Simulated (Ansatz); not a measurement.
Relaxation of the cluster Mg₃O₃⁺ with UKS r2SCAN-D4/def2-SVP.

```sh
$ ansatz run in.yaml --threads 4 --pin off --events-out ev --progress --plain --max-ram 4787MiB
```

```yaml
crystal:
  periodic: [false, false, false]
  atoms:
    - {symbol: Mg, position_ang: [0.990520, -1.140350, 0.271840]}
    - {symbol: Mg, position_ang: [-1.534150, 0.224850, 1.211090]}
    - {symbol: Mg, position_ang: [0.875200, 0.059430, -1.960260]}
    - {symbol: O, position_ang: [-0.034020, 0.774330, -0.093000]}
    - {symbol: O, position_ang: [-0.715980, -0.346280, -0.600710]}
    - {symbol: O, position_ang: [0.418430, 0.428020, 1.171040]}
basis:
  gaussian: {orbitals: def2-SVP}
total_charge: 1
magnetization: {spin_polarized: true, initial_magnetization: 1}
hamiltonian: {xc: r2scan, dispersion: d4}
scf: {lower_state_search: "off"}
output: {orbitals: {seedname: orbitals}}
relax: {f_tol: 0.02, max_steps: 100}
```

Hardware: 4 threads of AMD EPYC 7B13 on a shared host. Wall time 30 s.

Positions (Å) and forces (eV/Å) at steps 1, 2, 3, 4, 5, 6, 7, 8, 9, 10, 13 of 13:

```xyz
6
step=1 energy=-22448.9880 eV
Mg    0.991   -1.140    0.272    1.744   -2.444    0.382
Mg   -1.534    0.225    1.211   -2.174    0.116    1.160
Mg    0.875    0.059   -1.960    0.371    0.229   -1.566
O    -0.034    0.774   -0.093    0.623    4.189   -1.684
O    -0.716   -0.346   -0.601   -1.519   -2.095   -0.958
O     0.418    0.428    1.171    0.955    0.005    2.666
6
step=2 energy=-22449.5616 eV
Mg    1.065   -1.180    0.293    1.018   -1.252    0.110
Mg   -1.606    0.275    1.214   -1.277    0.093    0.616
Mg    0.850    0.075   -2.053    0.126   -0.008   -0.773
O    -0.013    0.803   -0.084    0.336    1.978   -0.570
O    -0.695   -0.368   -0.587   -0.787   -0.994   -0.831
O     0.399    0.395    1.217    0.584    0.183    1.449
6
step=3 energy=-22449.8809 eV
Mg    1.204   -1.206    0.308    0.090    0.028    0.045
Mg   -1.730    0.343    1.204   -0.114   -0.005    0.053
Mg    0.785    0.043   -2.202   -0.131   -0.176    0.000
O     0.033    0.839   -0.026    0.008   -0.040    0.379
O    -0.656   -0.358   -0.604    0.064    0.112   -0.440
O     0.365    0.338    1.319    0.083    0.080   -0.036
6
step=4 energy=-22449.9784 eV
Mg    1.292   -1.146    0.309   -0.004    0.188    0.076
Mg   -1.776    0.303    1.162    0.039    0.012   -0.045
Mg    0.685   -0.114   -2.276    0.031   -0.100   -0.112
O     0.093    0.892    0.086    0.036   -0.004    0.199
O    -0.611   -0.203   -0.679   -0.021    0.101    0.220
O     0.318    0.269    1.398   -0.082   -0.198   -0.338
6
step=5 energy=-22450.0273 eV
Mg    1.450   -1.037    0.254   -0.109    0.192    0.277
Mg   -1.833    0.367    1.140    0.219   -0.093   -0.127
Mg    0.659   -0.249   -2.277   -0.085   -0.022   -0.045
O     0.116    0.883    0.167   -0.076   -0.344   -0.056
O    -0.653   -0.090   -0.700    0.000    0.340    0.121
O     0.260    0.125    1.415    0.052   -0.073   -0.170
6
step=6 energy=-22450.0498 eV
Mg    1.584   -0.935    0.262   -0.242    0.245    0.299
Mg   -1.859    0.355    1.095    0.297   -0.076   -0.199
Mg    0.586   -0.405   -2.297   -0.135    0.083    0.256
O     0.171    0.890    0.252   -0.338   -0.825   -0.301
O    -0.690    0.091   -0.752    0.311    0.493    0.583
O     0.208    0.003    1.441    0.107    0.081   -0.638
6
step=7 energy=-22450.1946 eV
Mg    1.696   -0.965    0.350    0.061    0.030    0.012
Mg   -1.841    0.284    1.044   -0.067   -0.025    0.074
Mg    0.517   -0.422   -2.118    0.069   -0.018    0.081
O     0.197    0.889    0.176   -0.248   -0.505   -0.251
O    -0.794    0.261   -0.772    0.187    0.376    0.274
O     0.224   -0.048    1.320   -0.001    0.143   -0.190
6
step=8 energy=-22450.2016 eV
Mg    1.768   -1.002    0.418    0.043   -0.120   -0.043
Mg   -1.929    0.158    1.084    0.472    0.054   -0.249
Mg    0.484   -0.425   -1.960    0.009   -0.104   -0.040
O     0.315    0.841    0.023   -0.605   -0.031    0.244
O    -0.864    0.447   -0.776    0.116    0.091    0.107
O     0.225   -0.020    1.211   -0.035    0.110   -0.020
6
step=9 energy=-22450.2323 eV
Mg    1.776   -1.036    0.412   -0.102    0.129   -0.034
Mg   -1.857    0.166    1.044    0.018    0.022   -0.004
Mg    0.482   -0.463   -1.979   -0.005    0.084    0.136
O     0.210    0.915    0.100    0.414    0.252   -0.178
O    -0.852    0.446   -0.793   -0.180   -0.231    0.001
O     0.241   -0.029    1.216   -0.145   -0.256    0.079
6
step=10 energy=-22450.2473 eV
Mg    1.777   -1.003    0.396    0.008   -0.001    0.039
Mg   -1.862    0.208    1.057   -0.031   -0.006    0.015
Mg    0.498   -0.442   -1.968   -0.024    0.013   -0.028
O     0.230    0.881    0.084    0.001   -0.020   -0.008
O    -0.863    0.414   -0.786    0.008    0.014   -0.034
O     0.220   -0.059    1.217    0.038   -0.001    0.016
6
step=13 energy=-22450.2477 eV
Mg    1.776   -1.004    0.402   -0.002    0.001    0.000
Mg   -1.864    0.200    1.056    0.000   -0.001    0.000
Mg    0.492   -0.442   -1.971   -0.001    0.000    0.001
O     0.235    0.880    0.081    0.000   -0.001   -0.001
O    -0.862    0.420   -0.786    0.001    0.001    0.000
O     0.222   -0.054    1.218    0.001    0.000    0.000
```

The structure holds 2 bond(s) between oxygen atoms. The relaxation made no stability test and no search for a lower SCF solution. Another isomer (doublet) lies 4.10 eV lower at PBE0-D4/def2-TZVP; other spin states weren't run for this one.
